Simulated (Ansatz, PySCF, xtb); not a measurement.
Energy difference R1 → P1 + P2, each structure at its B3LYP-D3(BJ)/def2-TZVP stationary point, reached from a drawn start (curvature not checked).
R1: AlH3 (SMILES [AlH3]), charge 0, multiplicity 1.
P1: AlH (SMILES [AlH]), charge 0, multiplicity 1.
P2: H2 (SMILES [H][H]), charge 0, multiplicity 1.

P less R. No zero-point or thermal terms.

Frozen-core correlation throughout.

Run with Ansatz (a program for electronic structure) with Gaussian orbitals; PySCF for the D3/D4 terms; xtb for the GFN methods. All values are computed, each at the level named.

The comparison value is 30.36 kcal/mol (CCSD(T)/cc-pV(Q+d)Z). It is a level with limits of its own, not the exact answer.

Task: Order these levels by how close they come to the comparison value for the reaction energy, closest first: GFN2-xTB, r2SCAN-D3(BJ)/def2-TZVPP, HF/cc-pV(Q+d)Z, BHLYP-D4/def2-TZVPP, HF/cc-pV(T+d)Z. Give each level's value less the comparison value.

Result: HF/cc-pV(T+d)Z (1.47 kcal/mol), HF/cc-pV(Q+d)Z (1.95 kcal/mol), BHLYP-D4/def2-TZVPP (2.20 kcal/mol), r2SCAN-D3(BJ)/def2-TZVPP (4.21 kcal/mol), GFN2-xTB (43.53 kcal/mol)
